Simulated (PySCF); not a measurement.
**NbCl₅: from structure and modes to constants**

All numbers come from B3LYP/[Nb def2-SVP with ECP28, Cl def2-SVP], scalar-relativistic core potentials, density fitting, no spin–orbit coupling, PySCF.

The singlet minimum has D3h symmetry. Masses (u): Nb 92.90638, Cl 34.96885.

```xyz
6
charge 0 multiplicity 1, angstrom
Nb    0.0000    0.0000    0.0000
Cl    0.0000   -0.0044    2.2914
Cl    2.3379    0.0000    0.0000
Cl    0.0000    1.9866   -1.1419
Cl   -2.3379    0.0000    0.0000
Cl    0.0000   -1.9822   -1.1495
```

Harmonic wavenumbers (cm⁻¹): 56.0 (e', ×2), 148.2 (e', ×2), 177.2 (a2'', ×1), 181.3 (e'', ×2), 318.8 (a1', ×1), 385.5 (a1', ×1), 400.0 (a2'', ×1), 425.7 (e', ×2).

Task: What is the harmonic zero-point energy?

Result: Half the sum of all 12 wavenumbers, 2904/2 = 1452 cm⁻¹, which is 17.4 kJ/mol (1 cm⁻¹ = 0.0119627 kJ/mol).

Task: Give the standard entropy (298.15 K, 1 bar) by its translational, rotational, vibrational and spin parts, and Cp.

Result: Sackur–Tetrode with M = 267.75 u gives 178.6; rotation with symmetry number 6 gives 113.8; vibration 111.3; spin R ln 1 = 0.0. The total is 403.7 J/(mol K), and Cp = 4 R + 87.0 = 120.3 J/(mol K).

Stability towards spin polarisation was not tested. This need not be the most stable arrangement of these atoms.
